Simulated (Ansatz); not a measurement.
`[CH3][GeH]([F])[SeH]` + H–F → `[F][GeH]([F])[SeH]` + CH₄ at 500 K and 1 bar (ligand exchange at a Ge–C bond).

Computed with Ansatz on PBE0-D4/def2-TZVP structures; ΔE is electronic, products minus reactants. CCSD(T)/CBS adds triple-zeta CCSD(T) − MP2 to the extrapolated MP2 energy (def2 sets, frozen cores). This one scheme is used for every species. For Ge, Se outer-core shells are correlated without core-valence functions, which leaves a few kJ/mol of doubt a bond. Scalar relativity is left out up to krypton. Each species was taken in one conformer, which may not be the lowest.

```
               species  CCSD(T)/CBS energy (Eh)  H − E (kJ/mol)  S (J/(mol·K))
`[CH3][GeH]([F])[SeH]`              -4617.74462           190.7          422.8
                   H–F               -100.39570            39.4          188.7
  `[F][GeH]([F])[SeH]`              -4677.70208            93.4          396.6
                   CH₄                -40.46206           135.6          206.8
```

H − E and S are ideal-gas, rigid-rotor, harmonic terms from PBE0-D4/def2-TZVP, for one conformer and one mirror image of each species. 1 Eh = 2625.50 kJ/mol, R = 8.31446 J/(mol·K).

Question: By hand: ΔE, ΔH, ΔS and ΔG.

Answer: ΔE = (-4677.70208) + (-40.46206) − (-4617.74462) − (-100.39570) = -0.02382 Eh = -62.5 kJ/mol. Δ(H − E) = 93.4 + 135.6 − 190.7 − 39.4 = -1.1, so ΔH = -63.6 kJ/mol. ΔS = 396.6 + 206.8 − 422.8 − 188.7 = -8.1 J/(mol·K). ΔG = -63.6 − 500 × (-8.1)/1000 = -59.6 kJ/mol.

Question: By hand: the equilibrium constant, and the temperature at which ΔG would vanish if ΔH and ΔS stayed fixed.

Answer: log₁₀ K = −ΔG/(RT ln 10) = 6.2. ΔG = 0 at ΔH/ΔS = 7852 K, far beyond where these terms or the molecules hold.

The number of gas molecules stays the same, so ΔS is small and ΔH decides. A doubt of 5 kJ/mol in ΔE shifts log₁₀ K by 0.5 here. Other conformers and mirror images would add mixing entropy, several J/(mol·K) or more a flexible species. These are equilibria of isolated gas molecules and say nothing of rates. Largest T1 diagnostic: 0.011 (customary marks: 0.02 for closed shells, 0.045 for open ones).
